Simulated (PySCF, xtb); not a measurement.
Al(OH)4 (AlH4O4), SMILES [OH][Al-]([OH])([OH])[OH], charge -1.

GFN2-xTB (xtb) at its own geometry gives an orbital gap of 9.59 eV.

Coordinates come from a B3LYP-D3(BJ)/def2-SVPD optimisation. The isomer is the one that the SMILES or the coordinates give; other isomers of the formula were not compared. The values are those of a single conformer.

What does B3LYP/def2-SVPD (PySCF) give? (The exact figures need the calculation; the answer reports its results.)

gap 6.28 eV (levels -2.85 and 3.44 eV).
